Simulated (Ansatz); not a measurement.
H8N2O3Si2 (`N[Si@H](O)O[Si@@H](N)O`), relaxed with RKS PBE0-D4/def2-TZVP in Ansatz 0.2.0 from a GFN2-xTB geometry. The force threshold is 0.005 eV/Å; the program also tests the step.

The species carries charge 0 and has multiplicity 1.

Start:

```xyz
15

N     1.387    1.865   -1.413
Si    0.564    1.385    0.020
O    -1.014    1.677   -0.198
O     0.860   -0.211    0.175
Si   -0.020   -1.547    0.399
N    -1.616   -1.295   -0.217
O    -0.307   -1.845    1.971
H     2.362    1.630   -1.496
H     1.228    2.803   -1.739
H     0.996    1.985    1.281
H    -1.587    0.916   -0.084
H     0.800   -2.588   -0.207
H    -1.701   -1.196   -1.216
H    -2.328   -1.924    0.119
H     0.377   -1.654    2.605
```

Problem. By how much does the energy fall, and how many steps does the optimiser take? (Best estimate.)

Solution. The calculation gave: 0.13 eV, in 29 steps, 1 of them rejected.

Problem. Which bonds change most? (An estimate is asked.)

Solution. The calculation gave: Si5–H12 from 1.457 to 1.480 Å; O4–Si5 from 1.615 to 1.634 Å; Si2–H10 from 1.462 to 1.477 Å; Si2–O4 from 1.631 to 1.645 Å.

Problem. Give the relaxed structure. (Best estimate.)

Solution. The calculation gave: 
```xyz
15

N     1.045    1.505   -1.414
Si    0.604    1.450    0.242
O    -0.978    1.831    0.380
O     0.920   -0.087    0.736
Si    0.092   -1.463    0.435
N    -1.339   -1.116   -0.459
O    -0.444   -2.133    1.827
H     1.961    1.190   -1.695
H     0.756    2.297   -1.966
H     1.341    2.360    1.142
H    -1.539    1.111    0.059
H     1.017   -2.375   -0.274
H    -1.277   -1.067   -1.466
H    -2.176   -1.605   -0.178
H     0.017   -1.898    2.632
```
